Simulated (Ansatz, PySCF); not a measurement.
C3H4Si, SMILES `C#C[Si]C` (excited triplet) (charge 0, multiplicity 3). This triplet is an excited state, 1.14 eV above the relaxed singlet at the level B3LYP-D3(BJ)/def2-TZVP (PySCF).

Computed with frozen-core CCSDT(Q)/6-31g // B3LYP-D3(BJ)/def2-TZVP in Ansatz (a first-principles code).

Ansatz 0.2 input:
```yaml
crystal:
  periodic: [false, false, false]
  atoms:
    - { symbol: C, position_ang: [2.5725, -0.085899, -0.750694] }
    - { symbol: C, position_ang: [1.50223, -0.160663, -0.175417] }
    - { symbol: Si, position_ang: [0.00712, -0.310946, 0.782365] }
    - { symbol: C, position_ang: [-1.652322, 0.085305, -0.040701] }
    - { symbol: H, position_ang: [3.500519, -0.016149, -1.265243] }
    - { symbol: H, position_ang: [-1.65328, 1.120198, -0.386237] }
    - { symbol: H, position_ang: [-2.46547, -0.049398, 0.671447] }
    - { symbol: H, position_ang: [-1.811304, -0.582451, -0.888757] }
basis:
  gaussian: { orbitals: "6-31g" }
correlation:
  method: ccsdt_q
magnetization:
  spin_polarized: true
  initial_magnetization: 2
```

Output:

```
Functional definition: HF
1101 factors; integrals over basis functions are off by at most 2.5e-7 eV
mean field evaluation 1: about -11008.4001 eV, gradient 1.8e1 eV
mean field evaluation 2: about -11008.4090 eV, gradient 1.8e1 eV
mean field evaluation 4: about -11011.2204 eV, gradient 2.7e0 eV
mean field evaluation 8: about -11011.4449 eV, gradient 5.3e-1 eV
mean field evaluation 16: about -11011.4887 eV, gradient 2.0e-6 eV
mean field evaluation 32: about -11007.7680 eV, gradient 4.1e-1 eV
mean field evaluation 64: about -11005.9236 eV, gradient 1.2e1 eV
mean field evaluation 96: about -11007.7824 eV, gradient 1.8e-1 eV
mean field -11011.48870883 eV, -404.6647461943 hartree, gradient 1.9e-6 eV, S^2 2.249415; 0 other end points of the search recorded, 0 dependent functions left out
8 core orbitals not correlated
reference -11011.48870883 eV, -404.6647461943 hartree; 11, 9 occupied and 29, 31 virtual orbitals, 1101 factors
second order -7.53697511 eV of doubles, -0.00000000 eV of singles
cycle   1  -8.07112587 eV  change   -5.3e-1 eV  update   1.1e-1
cycle   2  -8.75898676 eV  change   -6.9e-1 eV  update   5.8e-2
cycle   3  -9.12355836 eV  change   -3.6e-1 eV  update   3.9e-2
cycle   4  -9.12151731 eV  change    2.0e-3 eV  update   1.9e-2
cycle   5  -9.12933934 eV  change   -7.8e-3 eV  update   7.4e-3
cycle   6  -9.13556002 eV  change   -6.2e-3 eV  update   3.4e-3
cycle   7  -9.13520780 eV  change    3.5e-4 eV  update   1.5e-3
cycle   8  -9.13471758 eV  change    4.9e-4 eV  update   7.3e-4
cycle   9  -9.13502076 eV  change   -3.0e-4 eV  update   3.4e-4
cycle  10  -9.13503439 eV  change   -1.4e-5 eV  update   1.8e-4
cycle  11  -9.13515883 eV  change   -1.2e-4 eV  update   9.1e-5
cycle  12  -9.13517040 eV  change   -1.2e-5 eV  update   4.1e-5
cycle  13  -9.13517182 eV  change   -1.4e-6 eV  update   2.1e-5
cycle  14  -9.13518290 eV  change   -1.1e-5 eV  update   1.0e-5
cycle  15  -9.13519425 eV  change   -1.1e-5 eV  update   5.3e-6
cycle  16  -9.13520266 eV  change   -8.4e-6 eV  update   2.9e-6
cycle  17  -9.13520624 eV  change   -3.6e-6 eV  update   1.5e-6
cycle  18  -9.13520721 eV  change   -9.8e-7 eV  update   7.3e-7
perturbative correction -0.03099509 eV, -0.0011390485 hartree
Total energy: -11020.65491113 eV, -405.0015979158 hartree
```
